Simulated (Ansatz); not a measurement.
Cost and result for the atomization energy of CH8OSSi2 (`C[Si](O)([SiH3])S`) (13 atoms, 12 bonds).

```xyz
13

C    -1.7172   -0.0447    0.7276
Si   -0.1932   -0.2178   -0.3317
O     0.0764   -1.7771   -0.8020
Si    1.7794    0.4538    0.7293
S    -0.5820    1.0519   -2.0217
H    -1.6465   -0.7008    1.5986
H    -2.6166   -0.3163    0.1680
H    -1.8322    0.9833    1.0788
H    -0.5367   -2.1512   -1.4386
H     2.1627   -0.4744    1.8281
H     1.5896    1.8138    1.3030
H     2.8884    0.5071   -0.2619
H     0.6281    0.8724   -2.5776
```

Total charge 0; spin multiplicity 1. The structure was optimised at the PBE0-D4/def2-TZVP level. It is one conformer, not always the lowest. Program: Ansatz. All runs use 4 threads of an Arm Neoverse V2 on a shared host. Times are those of one run each, without the atoms' runs, and a repeat can differ threefold. Electronic energies, without spin–orbit coupling; frozen cores. CCSD(T)/CBS adds CCSD(T) − MP2 in def2-TZVPP to the MP2 limit, and its time is that of the two runs behind it. T1 = 0.012. B3LYP takes the VWN-RPA correlation (the form of Gaussian; ORCA's B3LYP/G).

CCSD(T)/CBS is a level of theory with its own doubt, some kJ/mol a heavy atom from the limit and from the frozen cores, so smaller differences don't rank the functionals.

| level | functions | wall time | atomization (kJ/mol) | difference from CCSD(T)/CBS | per bond |
| --- | --- | --- | --- | --- | --- |
| PBE-D4/def2-TZVPP (with forces) | 300 | 3 s | 4473.6 | 7.9 | 0.7 |
| PBE0-D4/def2-TZVPP | 300 | 4.1 s | 4428.0 | -37.7 | -3.1 |
| r2SCAN-D4/def2-TZVPP (with forces) | 300 | 6 s | 4464.3 | -1.4 | -0.1 |
| B3LYP-D4/def2-TZVPP (with forces) | 300 | 7 s | 4441.8 | -23.9 | -2.0 |
| B2PLYP/def2-TZVPP | 300 | 8 s | 4386.0 | -79.7 | -6.6 |
| ωB97X-V/def2-TZVPP | 300 | 11 s | 4481.6 | 15.9 | 1.3 |
| ωB97M-V/def2-TZVPP (with forces) | 300 | 16 s | 4468.3 | 2.6 | 0.2 |
| MP2/def2-QZVPP | 564 | 30 s | 4445.4 | -20.3 | -1.7 |
| CCSD(T)/def2-TZVPP | 300 | 4.6 min | 4341.5 | -124.2 | -10.3 |
| CCSD(T)/CBS(def2) | – | 5.1 min | 4465.7 | 0.0 | 0.0 |

From PBE to PBE0 (25 % exact exchange), in def2-TZVPP and without D4, the atomization energy moves by −41.0 kJ/mol: exact exchange takes away binding that semilocal exchange gives to molecules. In def2-TZVPP, CCSD(T) changes the Hartree–Fock value by +1047.3 kJ/mol (the triples alone add +56.0 kJ/mol) and MP2 by +1077.6 kJ/mol; breaking electron pairs costs correlation energy, which Hartree–Fock lacks. The D4 term adds +54.2 kJ/mol with B3LYP and +28.9 kJ/mol with PBE0; it sums over pairs of atoms, weighted by their polarisabilities, and B3LYP, whose exchange is more repulsive, gets the larger term.
